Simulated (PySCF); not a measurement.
BrCl2H2NSn, SMILES [NH2][Sn]([Cl])([Cl])[Br]. The structure is a stationary point at PBE-D3(BJ)/def2-SVP. The def2 effective core potentials stand for the cores of Sn; spin–orbit coupling is left out. The values are those of a single conformer.

**Question.** Give the equilibrium geometry at PBE-D3(BJ)/def2-SVP (PySCF confirms it by a frequency run) as a Z-matrix, and its point group. (An estimate is asked for; the answer gives what the named calculation found.)

**Answer.** Several could match; the one computed here: point group Cs.
```
Sn
N 1 2.0503
H 2 1.0320 1 108.86
H 2 1.0320 3 106.42 1 -117.17
Cl 1 2.3502 2 107.20 3 63.39
Cl 1 2.3502 2 107.20 3 -178.99
Br 1 2.5101 2 116.83 3 -57.80
```
